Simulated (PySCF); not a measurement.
## BP86 on Rh³⁺ (rhodium, charge +3)

Configuration: [Kr] 4d6, high-spin 5D determinant. All numbers are calculated (PySCF 2.14, a scalar-relativistic core potential, in def2-TZVP with the def2 core potential (28 electrons) (6s4p3d1f, 40 functions)).

* Total energy: -108.4593 hartree
* One-electron energy: -172.7264 hartree
* Hartree (Coulomb) energy: 74.6965 hartree
* Exchange-correlation energy: -10.4294 hartree
* ⟨S²⟩: 6.0004
* ⟨L²⟩: 6.007
* Sum of ⟨r⟩: 16.78 bohr
* Sum of ⟨r²⟩: 23.22 bohr²
* Traceless quadrupole moment −½Σ⟨3z² − r²⟩ along its main axis: 0.601 e·bohr²
* Time after the integrals: 0.33 s of wall time on 1 thread of Neoverse-V1 (shared host)

```csv
shell,electrons,mean orbital energy (hartree),spread (hartree),"rms radius, mean of both spins (bohr)"
4s α,1,-4.47216,0,1.04
4s β,1,-4.34739,0,1.04
4p α,3,-3.25204,0.05852,1.14
4p β,3,-3.12479,0.02350,1.14
4d α,5,-1.50273,0.06490,1.48
4d β,1,-1.39545,0,1.48
```

Energies and moments cover only the electrons outside the core potential.
